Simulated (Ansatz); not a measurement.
CH7BGeO can be A, `[BH2][GeH]([CH3])[OH]`, or B, `B[O][GeH2][CH3]`.

Gas-phase electronic energies from Ansatz, PBE0-D4/def2-TZVP geometries. CBS: MP2 limit from def2 TZ/QZ plus the TZ coupled-cluster correction, frozen cores. Functionals use def2-TZVPP. B3LYP here is the variant with VWN-RPA as its local correlation; programs differ in this. For Ge outer-core shells are correlated without core-valence functions, which leaves a few kJ/mol of doubt a bond. Scalar relativity is left out up to krypton. One conformer a species, not always the lowest.

Which is lower in electronic energy at CCSD(T)/CBS, and by how much? (Estimate.)

Ansatz gave: B, by 159.9 kJ/mol.

Give E(B) − E(A) in kJ/mol with B3LYP-D4, PBE-D4, MP2/def2-TZVPP, HF/def2-TZVPP, CCSD/def2-TZVPP, PBE0-D4, B3LYP. (Estimate.)

The calculation gave: B3LYP-D4 -167.3, PBE-D4 -158.6, MP2/def2-TZVPP -167.0, HF/def2-TZVPP -170.2, CCSD/def2-TZVPP -162.8, PBE0-D4 -159.5, B3LYP -166.6. None reverses the order clearly.

Largest T1 diagnostic: 0.013.

In def2-TZVPP, CCSD(T) changes the Hartree–Fock value by +6.4 kJ/mol (the triples alone add −1.0 kJ/mol) and MP2 by +3.2 kJ/mol.
